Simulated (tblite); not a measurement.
Species: C3H7NSi.
SMILES with atom numbers: `[H]/[N:5]=[CH:4]/[C:2](=[CH2:1])[SiH3:3]` (hydrogens: H6, H7 on C1; H8, H9, H10 on Si3; H11 on C4; H12 on N5)

Structure optimised with GFN2-xTB, isolated species.

(1) List the bond lengths, angles and torsions at this level.

Answers

(1) 
| bond | length (pm) |
| --- | --- |
| C1=C2 | 133.1 |
| C2–Si3 | 189.4 |
| C2–C4 | 144.9 |
| C4=N5 | 126.1 |
| C1–H6 | 108.2 |
| C1–H7 | 107.7 |
| Si3–H8, Si3–H9 | 146.0 |
| Si3–H10 | 147.1 |
| C4–H11 | 110.0 |
| N5–H12 | 101.8 |

Bonds in one row agree within 1 pm and their mean is given. A selection of angles:
| angle | degrees |
| --- | --- |
| C2–C1–H6 | 122.3 |
| C2–C1–H7 | 121.6 |
| H6–C1–H7 | 116.1 |
| C1–C2–Si3 | 126.5 |
| C1–C2–C4 | 121.1 |
| Si3–C2–C4 | 112.4 |
| C2–Si3–H8 | 109.4 |
| C2–Si3–H10 | 106.4 |
| H8–Si3–H9 | 112.5 |
| H8–Si3–H10 | 109.6 |
| C2–C4–N5 | 117.2 |
| C2–C4–H11 | 117.9 |
| N5–C4–H11 | 124.9 |
| C4–N5–H12 | 116.4 |

Dihedral angles: C1–C2–C4–N5 180° (antiperiplanar); H12–N5–C4–C2 180° (antiperiplanar).

The 5 heavy atoms lie in one plane (0.000 Å rms). Of the pairs four or more bonds apart, H6···H11 is among the closest relative to their van der Waals radii: 2.44 Å, 102 % of the sum of Bondi's values. The C–C distances run from 1.331 Å (C1=C2, drawn double) to 1.449 Å (C2–C4, drawn single), a spread of 0.118 Å. Si3 (SiH3 silicon) is tetrahedral (angles from 106.4° to 112.5°).

Point group: Cs (tolerance 0.08 Å). Its GFN2-xTB frequencies are all real (lowest 120 cm⁻¹). The numbers are those of one conformer. 2 starts were optimised and ended at 0.00 and 3.04 kcal/mol (GFN2-xTB); the lowest of these is shown.

All values are computed, not measured.
